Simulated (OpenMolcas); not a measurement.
## What dynamic correlation does to the levels of Re2+

```json
{"Program": "OpenMolcas 26.06", "Basis": "ANO-RCC-VQZP [9s8p6d4f3g2h]", "Scalar Hamiltonian": "DKH2, point nucleus", "Active space": "5 electrons in 10 orbitals (5d 6d)", "State averaging": "2S+1 = 6 even, 1 root; 2S+1 = 4 even, 24 roots; 2S+1 = 2 even, 70 roots", "Spin-orbit coupling": "state interaction with AMFI integrals over the reference wave functions, term energies averaged over their components"}
```

Methods on the same reference wave functions:
A. CASSCF
B. SS-CASPT2, IPEA 0.25 Eh, imaginary shift 0.1 Eh (closed shells correlated: 5s 5p)
C. MS-CASPT2, IPEA 0.25 Eh, imaginary shift 0.1 Eh (closed shells correlated: 5s 5p)

Energies in cm⁻¹ above 5d⁵ ⁶S_5/2, the measured ground level; measured values from the list in Brasseur, Gamrath and Quinet, At. Data Nucl. Data Tables 157, 101636 (2024).

```json
{"Level": "5d⁵ ⁶S_5/2", "A": "0.0", "B": "0.0", "C": "0.0", "Measured": "0.0"}
{"Level": "5d⁵ ⁴G_7/2 [70 %]", "A": "22021", "B": "18270", "C": "18260", "Measured": "16890"}
{"Level": "5d⁵ ⁴G_11/2", "A": "22680", "B": "19310", "C": "19310", "Measured": "18020"}
{"Level": "5d⁵ ⁴G_9/2", "A": "23126", "B": "19730", "C": "19720", "Measured": "18346"}
{"Level": "5d⁵ ⁴P_1/2 [60 %]", "A": "25436", "B": "20590", "C": "20590", "Measured": ""}
{"Level": "5d⁵ ⁴D_7/2 [73 %]", "A": "27971", "B": "22790", "C": "22790", "Measured": "20453"}
{"Level": "5d⁵ ⁴D_1/2 [64 %]", "A": "30542", "B": "25330", "C": "25330", "Measured": ""}
{"Level": "5d⁵ ²I_11/2", "A": "31711", "B": "27970", "C": "27970", "Measured": "26170"}
{"Level": "5d⁵ ²I_13/2", "A": "34045", "B": "30450", "C": "30450", "Measured": "28588"}
{"Level": "5d⁵ ²H_9/2 [51 %]", "A": "40268", "B": "35050", "C": "35050", "Measured": ""}
{"Level": "5d⁵ ²F_5/2(2) [54 %]", "A": "44212", "B": "36950", "C": "36540", "Measured": ""}
{"Level": "5d⁵ ²H_11/2 [74 %]", "A": "45207", "B": "40700", "C": "40700", "Measured": ""}
{"Level": "5d⁵ ²S_1/2", "A": "49414", "B": "40210", "C": "40210", "Measured": ""}
{"Level": "5d⁵ ²D_3/2(2)", "A": "55242", "B": "46510", "C": "46560", "Measured": ""}
{"Level": "5d⁵ ²D_5/2(2) [71 %]", "A": "57604", "B": "49240", "C": "49180", "Measured": ""}
{"Level": "5d⁵ ²G_9/2(2)", "A": "60272", "B": "51650", "C": "51690", "Measured": ""}
```

Deviations, from unrounded energies. A percentage is the sum of absolute deviations over the sum of measured energies, with the sign that they share, or ± where signs differ.

```csv
Against measurement,Levels,A,B,C
mean absolute deviation (cm-1),6,5500,1700,1700
other terms of the ground configuration (%),6,+25.8,+7.8,+7.8
```

B, C lie about equally close to measurement and A furthest from it. The largest miss of C in the table is 5d⁵ ⁴D_7/2 [73 %], by +2300 cm-1. The ranking rests on the paired levels alone, and a cruder setting can come out closer through cancelling errors.

Between B and C the level of the table that moves most is 5d⁵ ²F_5/2(2) [54 %], by 410 cm-1 (lowest in C, highest in B). Moves below CASPT2's spread within the term are not significant.

The two smallest mean deviations differ by little beside CASPT2's spread within terms, so their order carries little weight.

From A to B the spin-free energies of the other terms of 5d⁵ shown, above ⁶S, scale by factors of 0.79 to 0.88, as is usual when dynamic correlation screens the repulsion within a d or f shell.

The lowest spin-free term lies below A's lowest term by 0.330 hartree in B, 0.330 hartree in C.

CASPT2 does not keep the components of a term degenerate, so their means are used; among the terms shown or strongly mixed into the levels shown the widest spread is 680 cm-1 (5d⁵ ²F(2), C). Active for correlation alone: 6d; no level in the range computed is led by a configuration that fills it, so any true level of that kind is missing. The CASPT2 spread within a term exceeds the gap to the next term for 5d⁵ ⁴F and 5d⁵ ²F(1), so the order of their levels is uncertain, and so are names and mixing where such terms share a J (figures for B; the like holds for C). Without dynamic correlation excited terms often stand tens of per cent too high (terms of higher spin than the ground term too low), and those without a measured partner can miss by more than the paired ones (holds for A). Some levels mix across a computed gap that differs much from the measured one, so their mixing is not that of the real levels (holds for A). Measured partners are found by configuration, term and J. A level has none where our copy of the source lacks it or the pairing is in doubt (some pairs that miss far off the trend of their configuration count as doubtful), and it then counts in no deviation. Only configurations of the active space appear. The table leaves out levels that lie high or whose names do not pair safely across all columns.

A share in square brackets marks a mixed level and gives the weight of the term that names it, the lowest over the columns. A number in round brackets counts repeated terms of one configuration in the order of the reference energies.
